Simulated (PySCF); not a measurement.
**ClTiN + HCl → HTiN + Cl₂**

Level: PBE0 in the def2-TZVP basis family, all electrons, no relativity, computed in PySCF with density fitting; open shells unrestricted.

```csv
species,state and structure,E (Eh),ZPE (kJ/mol),H(298 K) − H(0) (kJ/mol),S° (J/(mol K))
ClTiN,"singlet, Cs, Ti–Cl 2.275 Å, Ti–N 1.545 Å; Cl–Ti–N 117.9°",-1364.03708,10.6,12.2,281.1
HCl,"singlet, C∞v, H–Cl 1.279 Å",-460.66440,17.9,8.7,186.6
HTiN,"singlet, Cs, Ti–H 1.770 Å, Ti–N 1.547 Å; H–Ti–N 110.0°",-904.46665,19.4,10.6,244.0
Cl₂,"singlet, D∞h, Cl–Cl 1.982 Å",-920.08940,3.5,9.1,222.5
```

Task: What is the electronic reaction energy?

Result: At PBE0/def2-TZVP, ΔE = 381.8 kJ/mol from the differences of the total energies times 2625.5, uphill. 

Task: Add zero-point, thermal and entropy terms for 298.15 K and 1 bar.

Result: ΔZPE = -5.6 and Δ[H(298) − H(0)] = -1.2 kJ/mol give ΔH° = 375.0 kJ/mol. ΔS° = -1.2 J/(mol K), so ΔG° = 375.0 − 298.15 × (-0.0012) = 375 kJ/mol.

Only the bonding shown was studied: isomers, or loss of a ligand pair, can lie lower.
